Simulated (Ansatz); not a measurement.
Born–Oppenheimer molecular dynamics of AlClH6N2 (10 atoms, charge 0, multiplicity 1). It starts at the highest image of a converged band. Of that band: A structure lower than the last end lies on the path between it and the top, so the climb from that side starts below the end, which may itself be a saddle point or a shallow side well. Neighbouring images differ by up to 1.5 eV, so the band resolves the path poorly. A vibrational analysis at the climbing image gives one clearly imaginary mode, 277i cm⁻¹: a first-order saddle point.

Level of theory: RHF/def2-SVP in Ansatz 0.2.0.

```
ensemble                      : NVE (velocity Verlet)
time step                     : 0.5 fs
steps asked                   : 200
starting velocities drawn for : 100 K
seed                          : 3158
```

First frame:

```xyz
10
Properties=species:S:1:pos:R:3
Al -0.084 -0.248 -0.122
H -0.201 -0.690 1.394
N 1.489 0.011 -0.936
H 2.075 -0.712 -1.308
H 1.950 0.895 -1.035
N -1.603 -0.208 -1.030
H -2.511 -0.380 -0.642
H -1.684 0.021 -2.002
Cl 0.240 2.673 1.227
H 0.489 2.017 2.290
```

(1) How far do the bonds stretch over the last three quarters of this one trajectory? (Pairs bonded in most of those frames.)

Answers

(1) 
```
   bond  mean (Å)  spread (Å)  shortest  longest
 Al1–H2     1.583       0.005      1.57     1.59
 Al1–N3     1.788       0.010      1.77     1.81
 Al1–N6     1.775       0.007      1.76     1.78
  N3–H4     1.003       0.012      0.98     1.02
  N3–H5     1.002       0.012      0.98     1.02
  N6–H7     1.002       0.005      0.99     1.01
  N6–H8     1.002       0.004      1.00     1.01
Cl9–H10     1.274       0.002      1.27     1.28
```

Mean temperature of the second half: 111 K. The conserved energy stayed within 0.057 meV per atom of its start (net change 0.041 meV per atom), so the integration is sound. A run of 0.1 ps of so small a system gives no equilibrium averages. The orbitals stay closed-shell, which can raise the energy where a bond breaks towards radicals; this wasn't checked here.

Run time: 2.6 min on 2 threads of Arm Neoverse V1, on a shared host, peak memory 0.17 GiB.
